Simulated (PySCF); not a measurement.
**Dipole response of Xe³⁺ (xenon, charge +3)**

[Kr] 4d10 5s2 5p3, high-spin 4S determinant. Calculation: PySCF 2.14, in aug-cc-pVQZ-PP with ECP28MDF; a scalar-relativistic core potential. Coupled (time-dependent) response in atomic units; α is the mean over directions.

```csv
method,mean α (bohr³),C₆ (like pair),S(−4)
UHF,9.729,56.08,18.99
PBE,9.432,54.23,16.75
PBE0,9.456,54.35,16.95
BLYP,9.391,53.86,16.64
B97-3,9.403,53.96,16.67
```

S(−4) is the Cauchy moment in α(ω) = α(0) + S(−4) ω² + …

α(iu) at PBE0:

| u (hartree) | α(iu) (bohr³) |
| --- | --- |
| 0 | 9.456 |
| 0.0500 | 9.414 |
| 0.100 | 9.290 |
| 0.200 | 8.829 |
| 0.300 | 8.164 |
| 0.500 | 6.624 |
| 0.750 | 4.922 |
| 1.00 | 3.695 |
| 1.50 | 2.278 |
| 2.00 | 1.566 |
| 3.00 | 0.9029 |
| 5.00 | 0.4293 |

A single London oscillator, α(iu) = α/(1 + u²/ω²), gives C₆ = (3/4) ω α². Matching the computed C₆ needs ω = 4 × 54.35 / (3 × 9.456²) = 0.810 hartree.

For an ion, C₆ is the dispersion term alone; charge-induced terms of lower order in 1/R come first.

Energies and moments cover only the electrons outside the core potential.
